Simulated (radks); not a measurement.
Q: Sr2+, 36 electrons, occupied as [Kr] (the NIST ground configuration). Method: scalar-relativistic Kohn-Sham, r2SCAN, spin-polarised, spherical densities, finite nucleus; meta-GGA in the generalised Kohn-Sham scheme; Fermi nuclear charge, rms radius 4.224 fm; hard spherical wall at 3 bohr; computed with a radial shooting solver on a logarithmic mesh with Libxc functionals. Some entries of the table are withheld. Estimate them.

orbital  occ.  eigenvalue (hartree)  <1/r> (bohr^-1)  <r^2> (bohr^2)
1s          2             -587.3693            38.99        0.002068
2s          2             -80.17321            8.719         0.03503
2p          6             -71.18333            8.496         0.02766
3s          2             -12.83283            2.924          0.2768
3p          6              -9.89992            2.763          0.2896
3d         10              -5.07642              (1)          0.3042
4s          2              -1.89872           0.9990           1.965
4p          6              -1.17931           0.9018           2.300
4d          0              -0.07396           0.7747           2.897
5s          0               0.84309           0.8075           3.725
5p          0                   (2)           0.8348           3.652

A: 
(1) 3d <1/r> (bohr^-1): 2.502
(2) 5p eigenvalue (hartree): 1.39107
